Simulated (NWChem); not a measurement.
System: Si2H6O3; SMILES O[SiH2][SiH](O)O

NWChem input:

```
start job
memory heap 200 mb stack 900 mb global 1100 mb
geometry units angstroms noautoz
  O      0.911045    -1.738602    -0.552140
  Si    -0.634599    -1.289845    -0.036393
  Si    -0.105997     0.933372     0.477042
  O      1.556294     0.880985     0.505431
  O     -0.736477     1.873634    -0.744492
  H      1.046670    -2.641611    -0.854275
  H     -1.649005    -1.491324    -1.119115
  H     -1.068903    -2.119206     1.135531
  H     -0.541263     1.475675     1.796583
  H      1.892534     0.110642     0.023402
  H     -0.604014     2.823954    -0.667798
end
basis spherical
  O library 6-31g*
  Si library 6-31g*
  H library 6-31g*
end
dft
  xc xpbe96 cpbe96
  iterations 150
  mulliken
end
task dft energy
```

All runs use the structure optimised with PBE0/def2-SVP.

Predict the main results of this run. (PBE/6-31G* (spherical d).) Quantities: energy (Ha); highest occupied level (eV); orbital gap (eV); dipole (D).


```
Quantity                       Value
---------------------------  -------
energy (Ha)                  -807.77
highest occupied level (eV)    -6.44
orbital gap (eV)                5.44
dipole (D)                      1.26
```
